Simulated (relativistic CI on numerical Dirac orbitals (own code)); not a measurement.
# Ni+ in a cubic cluster: 2p photoemission with charge transfer

Computed with a charge-transfer multiplet model of a cubic metal-ligand cluster with up to one ligand hole, Slater and spin-orbit integrals from Dirac-Coulomb-Breit ions, Slater integrals scaled by 0.8. The ground state mixes d9 with configurations of k ligand holes L, whose averages lie at kΔ + k(k − 1)U_dd/2; a core hole lowers each added d electron by U_cd. 20 K, Lorentzian 0.6 eV and Gaussian 0.8 eV FWHM.

Atomic integrals in eV (Slater integrals scaled, ζ unscaled), ground: F2dd 9.736, F4dd 6.042, zeta_d 0.072; with the core hole: F2dd 9.736, F4dd 6.042, zeta_d 0.103, zeta_core 11.413, F2cd 6.198, G1cd 4.674, G3cd 2.657.

Cluster parameters (eV): Δ = 4.2, U_dd = 6.1, U_cd = 7.9, 10Dq = 1.05, 10Dq(ligand) = 0.7, final-state hopping factor = 1.

```json
{"Case": "V(eg) = 1 eV, V(t2g) = -0.52 eV", "n_d": "9.04", "d9": "0.96", "d10L": "0.04", "S": "0.50"}
{"Case": "V(eg) = 1.3 eV, V(t2g) = -0.67 eV", "n_d": "9.07", "d9": "0.93", "d10L": "0.07", "S": "0.50"}
{"Case": "V(eg) = 1.6 eV, V(t2g) = -0.83 eV", "n_d": "9.09", "d9": "0.91", "d10L": "0.09", "S": "0.50"}
{"Case": "V(eg) = 1.9 eV, V(t2g) = -0.99 eV", "n_d": "9.12", "d9": "0.88", "d10L": "0.12", "S": "0.50"}
{"Case": "V(eg) = 2.2 eV, V(t2g) = -1.14 eV", "n_d": "9.15", "d9": "0.85", "d10L": "0.15", "S": "0.50"}
```

Weights, n_d and S are thermal averages at 20 K. Binding energies count from the first peak over 30 % of the highest in each spectrum, which can be another peak from case to case. The parameters are a model scan and need not match a compound or its usual spin state. Peaks in eV (height, largest 100):
- V(eg) = 1 eV, V(t2g) = -0.52 eV: 0.0 (48), 3.3 (100), 5.4 (49), 17.1 (22), 20.7 (41), 21.7 (50)
- V(eg) = 1.3 eV, V(t2g) = -0.67 eV: 0.0 (82), 3.6 (100), 5.7 (54), 17.2 (38), 21.1 (43), 22.0 (55)
- V(eg) = 1.6 eV, V(t2g) = -0.83 eV: 0.0 (100), 4.0 (79), 6.1 (48), 17.2 (48), 22.3 (48)
- V(eg) = 1.9 eV, V(t2g) = -0.99 eV: 0.0 (100), 4.5 (55), 6.4 (37), 17.2 (48), 22.7 (36)
- V(eg) = 2.2 eV, V(t2g) = -1.14 eV: 0.0 (100), 5.0 (39), 6.9 (30), 17.2 (49), 23.2 (29)

Curve for V(eg) = 1 eV, V(t2g) = -0.52 eV (points under 2 left out, the grid thinned):

```csv
E (eV),Intensity
-2.3,2.0
-1.9,2.8
-1.4,5.1
-1.0,10.4
-0.6,24.7
-0.1,47.2
0.3,39.2
0.7,20.1
1.2,10.0
1.6,9.7
2.0,14.2
2.5,37.1
2.9,77.7
3.3,100.0
3.8,65.5
4.2,40.2
4.6,34.4
5.1,44.2
5.5,48.3
5.9,36.0
6.4,17.3
6.8,8.8
7.3,4.3
7.7,2.9
8.1,2.2
15.9,3.2
16.3,6.9
16.7,15.4
17.2,22.0
17.6,14.4
18.0,6.9
18.5,4.0
18.9,4.1
19.3,5.7
19.8,13.6
20.2,28.9
20.6,40.9
21.1,39.7
21.5,47.7
21.9,46.7
22.4,23.5
22.8,11.6
23.2,6.5
23.7,3.3
24.1,2.1
```

For the case V(eg) = 1.6 eV, V(t2g) = -0.83 eV, Δ = 4.2 eV is smaller than U_dd = 6.1 eV, the charge-transfer side of the Zaanen-Sawatzky-Allen scheme. With the core hole the average of the configuration with one ligand hole lies at Δ − U_cd = -3.7 eV before mixing: it lies below the unscreened one, so the lowest final states are mostly screened and the unscreened weight appears at higher binding energy as a satellite.
